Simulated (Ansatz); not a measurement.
`[Br][Ga]([Br])[Br]` + H₂ → `[Br][GaH][Br]` + HBr at 400 K and 1 bar (hydrogenolysis of a Ga–Br bond).

Calculated with Ansatz (gas phase, PBE0-D4/def2-TZVP geometries, no zero-point term in ΔE). CCSD(T)/CBS is the MP2 limit (def2-TZVPP, def2-QZVPP) plus CCSD(T) − MP2 in def2-TZVPP, frozen cores. This one scheme is used for every species. For Br, Ga outer-core shells are correlated without core-valence functions, which leaves a few kJ/mol of doubt a bond. Scalar relativity is left out up to krypton.

```csv
species,CCSD(T)/CBS energy (Eh),H − E (kJ/mol),S (J/(mol·K))
`[Br][Ga]([Br])[Br]`,-9644.06608,34.4,383.8
H₂,-1.17544,38.0,139.0
`[Br][GaH][Br]`,-7071.28437,44.7,343.0
HBr,-2573.91920,27.6,207.2
```

H − E and S are ideal-gas, rigid-rotor, harmonic terms from PBE0-D4/def2-TZVP. The MP2-based limit puts H₂ 0.8 mEh under its directly extrapolated value; such offsets cancel only in part. 1 Eh = 2625.50 kJ/mol, R = 8.31446 J/(mol·K).

Problem. By hand: ΔE, ΔH, ΔS and ΔG.

Solution. ΔE = (-7071.28437) + (-2573.91920) − (-9644.06608) − (-1.17544) = 0.03795 Eh = 99.6 kJ/mol. Δ(H − E) = 44.7 + 27.6 − 34.4 − 38.0 = -0.1, so ΔH = 99.5 kJ/mol. ΔS = 343.0 + 207.2 − 383.8 − 139.0 = 27.4 J/(mol·K). ΔG = 99.5 − 400 × (27.4)/1000 = 88.5 kJ/mol.

Problem. By hand: the equilibrium constant, and the temperature at which ΔG would vanish if ΔH and ΔS stayed fixed.

Solution. log₁₀ K = −ΔG/(RT ln 10) = -11.6. ΔG = 0 at ΔH/ΔS = 3631 K, far beyond where these terms or the molecules hold.

ΔH outweighs TΔS. A doubt of 5 kJ/mol in ΔE shifts log₁₀ K by 0.7 here. These are equilibria of isolated gas molecules and say nothing of rates. Largest T1 diagnostic: 0.009 (customary marks: 0.02 for closed shells, 0.045 for open ones).
